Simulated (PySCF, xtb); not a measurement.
H9NSi4, SMILES N1[SiH2][SiH2][SiH2][SiH2]1.

GFN2-xTB (xtb) at its own geometry gives an orbital gap of 3.55 eV and a dipole moment of 0.45 D.

Coordinates come from a B3LYP-D3(BJ)/def2-SVP optimisation. A frequency run showed that this geometry is not a minimum. This is a generated structure with no PubChem entry under its InChIKey; it may be hypothetical.

### Question
What does ωB97X/def2-TZVP (PySCF) give? (Estimate from the structure and the level; the computed values follow.)

### Answer
gap 11.06 eV (levels -9.77 and 1.29 eV), dipole 0.72 D.
